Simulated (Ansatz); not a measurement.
Relative energies of CH6GeN isomers

2 of its isomers, all doublets with charge 0: A = `C[N][GeH3]`; B = `[CH3][GeH][NH2]`.

Shapes, held fixed at every level: PBE0-D4/def2-TZVP. Flexible molecules stand in one conformer, not always the lowest. Programs: Ansatz 0.2.0.

A:

```xyz
9

C    -0.4119    0.9821   -0.9249
N    -0.9141   -0.1114   -0.1608
Ge    0.3252   -1.0314    0.8820
H    -1.1346    1.2931   -1.6863
H     0.5628    0.8008   -1.4029
H    -0.2605    1.8476   -0.2569
H     1.7470   -0.9432    0.2833
H    -0.1374   -2.4912    0.9662
H     0.3119   -0.3928    2.2833
```

B:

```xyz
9

C    -0.7526    0.9422   -0.7242
Ge    0.9180    0.1488   -0.0612
N     0.4209   -1.1725    1.1316
H    -1.3799    0.1547   -1.1474
H    -0.5369    1.6838   -1.4939
H    -1.2922    1.4302    0.0883
H     1.6650   -0.6093   -1.1976
H     1.1709   -1.7629    1.4638
H    -0.1248   -0.8611    1.9234
```

Electronic energies in kJ/mol, without zero-point or thermal terms.

```
               level                    kind   B − A
       HF/def2-TZVPP            Hartree–Fock  -111.9
    SPW92/def2-TZVPP                     LDA  -174.2
   PBE-D4/def2-TZVPP                     GGA  -161.8
r2SCAN-D4/def2-TZVPP                meta-GGA  -153.2
  wB97X-V/def2-TZVPP  range-separated hybrid  -148.6
     CCSD/def2-TZVPP   coupled cluster or CI  -152.9
  CCSD(T)/def2-TZVPP   coupled cluster or CI  -157.4
```

The highest level, CCSD(T)/def2-TZVPP, puts B lowest of these. All levels agree on that. The B − A difference spans -174.2 to -111.9 kJ/mol over the levels. Open shells run unrestricted. Relativity is left out for Ge. Outer-core shells of Ge are correlated, in sets that cover them unevenly.
